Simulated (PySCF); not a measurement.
Species: C₅H₉NO₂.
Z-matrix (Å and degrees, GFN2-xTB geometry), rows numbered from 1:
```
C 
O   1  1.4116
C   2  1.3955  1  112.78
C   3  1.4975  2  120.09  1   -82.79
C   3  1.5050  2  120.10  1  -153.98
C   5  1.4996  3  124.50  4  -108.06
N   6  1.3534  5  115.72  3    24.64
O   6  1.2127  5  121.19  3  -158.54
H   1  1.0952  2  111.32  3    63.16
H   1  1.0880  2  106.49  3  -177.24
H   1  1.0951  2  110.93  3   -58.19
H   3  1.0897  2  112.65  1    62.59
H   4  1.0789  3  119.34  5  -108.05
H   4  1.0796  3  117.42  5   106.33
H   5  1.0830  3  116.11  4   106.98
H   7  1.0087  6  118.93  5   -21.12
H   7  1.0075  6  116.88  5  -174.22
```

NICS is the negative of the GIAO shielding at a point without a nucleus: at the ring centre (0) and 1 Å above and below it (1); zz is the component along the ring normal. Level: GIAO PBE0/pcSseg-1 (PySCF, non-relativistic, gas phase) on the GFN2-xTB geometry, one conformer.

Ring bond lengths (Å), with Mayer bond orders in brackets: C3–C4 1.497 (0.96), C4–C5 1.512 (0.89), C5–C3 1.505 (0.91).

Task: What do the NICS probes read (ppm)?

Result: 
```tsv
ring	type	NICS(0)	NICS(1), two faces	NICS(1)zz, two faces	rms pucker (Å)	centre to ring atoms, mean (Å)
C3–C4–C5	3-membered carbocycle; formal bonds all single	-38.3	-9.6 / -6.9	-24.4 / -19.1	0.00	0.87
```

Task: What do they say, and how far can they be read as aromaticity?

Result: 
- C3–C4–C5: mean NICS(1)zz -21.7 ppm, shielded. C3, C4, C5 have four or more neighbours; no verdict on aromaticity is drawn. The two faces differ by 5.3 ppm, so no symmetry operation interchanges them. NICS(0) lies 30 ppm below the mean NICS(1).

Task: At the second NICS(1) probe listed for ring C3–C4–C5, 1 Å off the ring, what do the in-plane components average?

Result: The isotropic value is a third of the trace: (3 × -6.9 − (-19.1))/2 = -0.8 ppm.

Task: List the ring angles and the Hirshfeld charges of the ring atoms.

Result: 
- C3–C4–C5: C3 60.5° (+0.031 e), C4 60.0° (-0.095 e), C5 59.5° (-0.050 e); sum 180.0° against 180° for a flat convex ring.

Task: What are the shieldings of the ring atoms and their hydrogens in the same run (means over atoms taken as equivalent)?

Result: 
| atoms | environment | σ isotropic (ppm) | principal values of the symmetric part, first atom (ppm) |
| --- | --- | --- | --- |
| C3 | sp3 carbon bound to oxygen | 124.6 | 79.0, 101.8, 193.1 |
| C4 | three-membered-ring carbon | 171.5 | 146.9, 161.7, 205.9 |
| C5 | sp3 carbon next to a carbonyl | 161.7 | 127.7, 144.0, 213.3 |
| H12 | methine hydrogen | 28.40 | 22.6, 27.3, 35.3 |
| H13 | methylene hydrogen | 30.87 | 25.4, 26.3, 40.9 |
| H14 | methylene hydrogen | 30.86 | 26.4, 29.2, 37.0 |
| H15 | methine hydrogen | 30.15 | 23.8, 27.7, 39.0 |

Time: 28 s wall; peak memory 0.82 GiB. Hardware: Arm Neoverse V1, one thread, on a shared host. This is the whole shielding run at PBE0/pcSseg-1, SCF included.
